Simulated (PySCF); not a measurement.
C₆H₈O₂.
Structure used (PBE0-D3(BJ)/def2-SVP), in Å, numbered top down from 1:
```
atom  x, y, z in Å
C1    -1.3469    1.3803    0.4047
C2    -1.1756    0.0808    0.1490
C3    -2.1846   -0.7824   -0.5446
C4     0.0806   -0.6309    0.5400
C5     1.1137   -0.8904   -0.5721
C6     1.9857    0.0123    0.2814
O7     3.0854    0.4535    0.2524
O8     1.0372    0.2009    1.2385
H9    -2.2637    1.8966    0.1084
H10   -0.5782    1.9547    0.9258
H11   -2.4946   -1.6228    0.0993
H12   -3.0819   -0.2113   -0.8178
H13   -1.7678   -1.2270   -1.4645
H14   -0.1474   -1.5226    1.1485
H15    0.8711   -0.4776   -1.5610
H16    1.4936   -1.9163   -0.6711
```

Computed, not measured: TDDFT wB97X-D/def2-SVPD, vertical, gas phase, core orbitals frozen in the response (PySCF 2.14.0, density-fitted response routines).

Kohn–Sham orbitals with the atoms that hold most of them (Löwdin shares over 4%, at most four atoms; ? is withheld):

```tsv
orbital	ε (eV)	atoms
HOMO-3	-12.23	C1 19%, O8 15%, C3 13%, C2 13%
HOMO-2	-10.87	O8 39%, O7 27%, C4 9%, C2 7%
HOMO-1	-10.26	O7 56%, O8 14%, C6 11%, C5 11%
HOMO	-9.51	?
LUMO	?	?
LUMO+1	1.88	C6 34%, O7 26%, O8 14%, C5 10%
LUMO+2	2.03	C3 18%, C1 12%, C5 10%, H13 10%
```

(1) Which atoms hold the HOMO, and with what shares?

(2) Which atoms hold the LUMO, and with what shares?

(3) What is the LUMO energy, and the HOMO–LUMO gap?

Results:

(1) C1 (bonded to C and 2 H) 36%; C2 (bonded to 3 C) 32%; C3 (bonded to C and 3 H) 6%; C4 (bonded to 2 C, O and H) 5%.

(2) C1 (bonded to C and 2 H) 28%; C2 (bonded to 3 C) 26%; C4 (bonded to 2 C, O and H) 6%; H14 (bonded to C) 6%. By element: carbon 60% or more, hydrogen 6% or more.

(3) ε(LUMO) = 1.63 eV; the gap is 11.14 eV (0.4094 hartree).

Q: How does S1 compare with the orbital gap of 11.14 eV?

A: S1 is at 6.01 eV (f = 0.0004), 5.13 eV below the gap, made of HOMO-1→LUMO+1 (82%), HOMO→LUMO+1 (10%). Its leading pair isn't HOMO and LUMO; the energies of that pair differ by 12.14 eV. 

Q: Give energy, strength and leading configuration of S1 and S2, and follow the Löwdin shares of the leading atoms from the occupied to the empty orbital.

A: 
- S1 (6.01 eV, f 0.0004), HOMO-1→LUMO+1 (82%): O7 56% → 26%, O8 14% → 14%, C6 11% → 34%
- S2 (7.26 eV, f 0.389), HOMO→LUMO (93%): C1 36% → 28%, C2 32% → 26%

One conformer stands for the species.
